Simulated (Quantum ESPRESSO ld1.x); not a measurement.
Values are calculated unless marked as measured or tabulated.
Task: These are the eigenvalues of the occupied orbitals of an atom or ion with whole-number occupations (hartree). Level of theory: Dirac Kohn-Sham, LDA (Slater exchange, Perdew-Zunger correlation), spin-unpolarised, spherical densities, point nucleus (ld1.x of Quantum ESPRESSO 7.5).

| orbital | eigenvalue |
|---|---|
| 1s1/2 | -429.787 |
| 2s1/2 | -54.5253 |
| 2p1/2 | -48.7658 |
| 2p3/2 | -47.4249 |
| 3s1/2 | -6.96143 |
| 3p1/2 | -5.02612 |
| 3p3/2 | -4.84106 |
| 3d3/2 | -1.51836 |
| 3d5/2 | -1.49152 |
| 4s1/2 | -0.54018 |
| 4p1/2 | -0.20351 |
| 4p3/2 | -0.19314 |

Which element is it, and in what charge state? The configuration may be excited. Open shells, if any, are shared by 2j + 1.

Result: Z = 33, arsenic, charge 0: As in [Ar] 3d10 4s2 4p3. The list shows which subshells hold electrons but not how many an open one holds; the 1s level, -429.79 hartree, gives Z - s = 29.3 by -(Z - s)^2/2, which with screening and relativity narrows Z to a few neighbours, and the depths of the outer levels then fix element, charge and occupations together.
